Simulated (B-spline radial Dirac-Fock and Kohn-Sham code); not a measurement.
## Lα1 (L3-M5) energies across the elements Ho to Os

These are calculated numbers from a radial atomic solver; the model is ΔSCF Dirac-Fock with Breit, self-energy and vacuum polarisation, finite nucleus, configuration average. Free neutral atoms. Correlation energy is missing from these numbers.

The screening constant σ is defined by E = 0.1389·Ry·(Z − σ)², the hydrogen-like form of Moseley's law.

| Z | element | computed (eV) | tabulated (eV) | √E | σ |
| --- | --- | --- | --- | --- | --- |
| 67 | Ho | 6718.5 | 6719.7 | 81.97 | 7.37 |
| 68 | Er | 6946.9 | 6948.6 | 83.35 | 7.37 |
| 69 | Tm | 7179.3 | 7180.3 | 84.73 | 7.36 |
| 70 | Yb | 7415.7 | 7415.8 | 86.11 | 7.36 |
| 71 | Lu | ? | ? | ? | ? |
| 72 | Hf | 7898.4 | 7899.0 | 88.87 | 7.35 |
| 73 | Ta | 8145.7 | 8146.0 | 90.25 | 7.34 |
| 74 | W | 8396.8 | 8397.6 | 91.63 | 7.34 |
| 75 | Re | 8652.0 | 8652.4 | 93.02 | 7.34 |
| 76 | Os | 8911.1 | 8910.8 | 94.40 | 7.33 |

Problem. Estimate the missing row, Lu.

Solution. Computed 7655.1 eV, tabulated 7655.6 eV, √E = 87.49, σ = 7.35.

Tabulated energies: xraylib 4.2 line table, elements in their standard states.
